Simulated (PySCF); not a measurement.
A calculated (B3LYP, PySCF 2.14, cc-pVDZ-DK, scalar relativity by spin-free X2C-1e) atom or ion has these occupied shells.

```json
{"shell": "1s α", "electrons": "1", "orbital energy (eV)": "-2104.0", "rms radius, mean of both spins (bohr)": "0.120"}
{"shell": "1s β", "electrons": "1", "orbital energy (eV)": "-2103.7", "rms radius, mean of both spins (bohr)": "0.120"}
{"shell": "2s α", "electrons": "1", "orbital energy (eV)": "-180.08", "rms radius, mean of both spins (bohr)": "0.565"}
{"shell": "2s β", "electrons": "1", "orbital energy (eV)": "-179.72", "rms radius, mean of both spins (bohr)": "0.565"}
{"shell": "2p α", "electrons": "3", "orbital energy (eV)": "-129.15", "rms radius, mean of both spins (bohr)": "0.543"}
{"shell": "2p β", "electrons": "3", "orbital energy (eV)": "-128.63", "rms radius, mean of both spins (bohr)": "0.543"}
{"shell": "3s α", "electrons": "1", "orbital energy (eV)": "-16.274", "rms radius, mean of both spins (bohr)": "2.05"}
{"shell": "3s β", "electrons": "1", "orbital energy (eV)": "-13.096", "rms radius, mean of both spins (bohr)": "2.05"}
{"shell": "3p α", "electrons": "3", "orbital energy (eV)": "-6.954", "rms radius, mean of both spins (bohr)": "2.48"}
```

Name the element and its charge.

P (phosphorus, neutral), in [Ne] 3s2 3p3, high-spin 4S determinant.
